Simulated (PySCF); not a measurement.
Sn(H)(Cl)2(Me) (CH₄Cl₂Sn), SMILES [CH3][SnH]([Cl])[Cl].

Geometry optimised at r2SCAN-D4/def2-SVP. The structure was generated by enumeration; whether it is a known compound was not checked. The def2 effective core potentials stand for the cores of Sn; spin–orbit coupling is left out.

Two levels are set side by side: TDDFT-PBE/def2-SVPD (PySCF) and TDDFT-LC-ωPBE/def2-SVPD (PySCF). Vertical, same geometry. The lowest singlet is HOMO→LUMO 96 % with PBE and HOMO→LUMO 82 % with the other functional; states are paired by order. Differences are taken from unrounded values.

| quantity | TDDFT-LC-ωPBE |
|---|---|
| lowest singlet excitation (eV) | 6.69 |
| lowest triplet excitation (TDA) (eV) | 5.92 |

### Question
What does TDDFT-PBE give, and how far is it from TDDFT-LC-ωPBE? (Estimate from the structure and the level; the computed values follow.)

### Answer

| quantity | TDDFT-PBE | TDDFT-PBE minus TDDFT-LC-ωPBE |
|---|---|---|
| lowest singlet excitation (eV) | 5.29 | -1.41 |
| lowest triplet excitation (TDA) (eV) | 4.75 | -1.18 |

Functionals without exact exchange tend to place singlet excitations lower, as here. Differences between two approximate levels are no errors against the true value.

Rough cost on one machine, each run with all the roots and properties that it gave: TDDFT-LC-ωPBE against TDDFT-PBE about 6 times.
